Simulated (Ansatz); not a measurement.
Question: Name a neutral molecule of C, Ge, N, S and H with HOMO–LUMO gap (ωB97M-V/def2-TZVPP) between 11.00 and 11.30 eV and LUMO energy (B3LYP/def2-TZVPP) between -0.75 and -0.45 eV (Ansatz, PBE0-D4/def2-TZVP geometry).

Answer: `C#[C][GeH]([NH2])[SH]` (11.14 eV, -0.60 eV). Other molecules can fit too; these were computed, each in one conformer that needn't be the lowest.

B3LYP here is the variant with VWN-RPA as its local correlation; programs differ in this.
